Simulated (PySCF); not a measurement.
Job file and geometry (Å, from GFN2-xTB) of an NMR shielding run on SMILES C=CC1(C(=O)Cl)CCC1, C₇H₉ClO, GIAO PBE0/pcSseg-1 NMR shielding, non-relativistic, gas phase in PySCF; density fitting, a coarse starting grid and PySCF grid level 2 are the driver's defaults:

```
$ OMP_NUM_THREADS=1 python probes_run.py task.json out

{"job": {"kind": "nmr", "xc": "PBE0", "basis": "pcSseg-1"}, "charge": 0, "multiplicity": 1}
C      2.315045     0.310568    -0.753793
C      1.066712     0.732595    -0.823920
C     -0.027028     0.275270     0.104665
C      0.054561     1.196791     1.280643
O      0.485469     0.978112     2.361513
Cl    -0.531058     2.826375     0.884490
C     -0.062006    -1.213953     0.507438
C     -1.522874    -1.295510     0.041248
C     -1.433226     0.133629    -0.514483
H      2.632968    -0.401527    -0.010685
H      3.068939     0.661181    -1.437231
H      0.761313     1.465459    -1.558007
H      0.107805    -1.395779     1.565890
H      0.621125    -1.824841    -0.077113
H     -2.230848    -1.395772     0.860363
H     -1.727598    -2.064104    -0.700143
H     -2.174201     0.836675    -0.141274
H     -1.413857     0.181148    -1.601257
```

Question: What does the program print?

Answer: 
```
coarse grid: 15896 points
cycle   1  E = -806.7112834058  dE =  1.426e+00  |g| = 8.429e-01  |ddm| = 3.958e+00
cycle   2  E = -806.2181358082  dE =  4.931e-01  |g| = 1.837e+00  |ddm| = 1.958e+00
cycle   3  E = -806.8477948680  dE = -6.297e-01  |g| = 2.033e-01  |ddm| = 1.521e+00
cycle   4  E = -806.8569930248  dE = -9.198e-03  |g| = 7.905e-02  |ddm| = 2.781e-01
cycle   5  E = -806.8582654303  dE = -1.272e-03  |g| = 2.052e-02  |ddm| = 8.740e-02
cycle   6  E = -806.8583584033  dE = -9.297e-05  |g| = 5.945e-03  |ddm| = 2.479e-02
cycle   7  E = -806.8583663384  dE = -7.935e-06  |g| = 2.269e-03  |ddm| = 6.948e-03
final grid: 149760 points
cycle   8  E = -806.9238300180  dE = -3.106e-05  |g| = 1.496e-02  |ddm| = 4.098e-02
cycle   9  E = -806.9237282924  dE =  1.017e-04  |g| = 2.763e-02  |ddm| = 3.224e-02
cycle  10  E = -806.9238732968  dE = -1.450e-04  |g| = 3.599e-03  |ddm| = 2.218e-02
cycle  11  E = -806.9238760343  dE = -2.738e-06  |g| = 4.774e-04  |ddm| = 2.990e-03
cycle  12  E = -806.9238760731  dE = -3.878e-08  |g| = 2.238e-04  |ddm| = 5.391e-04
cycle  13  E = -806.9238760852  dE = -1.205e-08  |g| = 5.394e-05  |ddm| = 2.370e-04
cycle  14  E = -806.9238760858  dE = -6.260e-10  |g| = 1.847e-05  |ddm| = 7.222e-05
converged SCF energy = -806.9238760858

GIAO shielding tensors (ppm)
atom      isotropic    diamagn.    paramagn.     s11        s22        s33       span
  0 C       60.196     254.548    -194.352    -57.240     66.610    171.218    228.458
  1 C       35.210     252.695    -217.486    -82.057     49.396    138.291    220.348
  2 C      128.869     253.088    -124.219    112.236    123.446    150.925     38.689
  3 C        0.300     250.207    -249.907   -111.073     39.020     72.952    184.025
  4 O     -228.980     397.891    -626.870   -583.358   -351.389    247.808    831.165
  5 Cl     524.879    1146.918    -622.039    170.178    478.296    926.163    755.985
  6 C      154.627     247.090     -92.463    135.842    146.082    181.956     46.114
  7 C      171.812     250.811     -79.000    164.270    167.762    183.404     19.133
  8 C      151.468     247.415     -95.947    130.328    145.952    178.123     47.795
  9 H       26.189      32.186      -5.997     21.950     25.337     31.281      9.331
 10 H       25.991      28.449      -2.458     23.065     25.267     29.642      6.577
 11 H       25.317      31.128      -5.811     22.258     24.928     28.764      6.505
 12 H       28.632      31.433      -2.801     25.844     26.947     33.104      7.260
 13 H       29.471      31.906      -2.435     25.964     28.627     33.822      7.858
 14 H       29.769      29.925      -0.156     26.708     26.992     35.606      8.898
 15 H       29.833      29.621       0.213     26.357     26.561     36.582     10.224
 16 H       28.903      30.482      -1.579     25.118     28.824     32.766      7.648
 17 H       29.332      30.953      -1.621     26.001     28.388     33.606      7.605
```

Size and cost of the density-fitted run: 205 basis functions, 28 s wall time on 1 thread of an Arm Neoverse V2, shared host; peak memory 0.91 GiB.
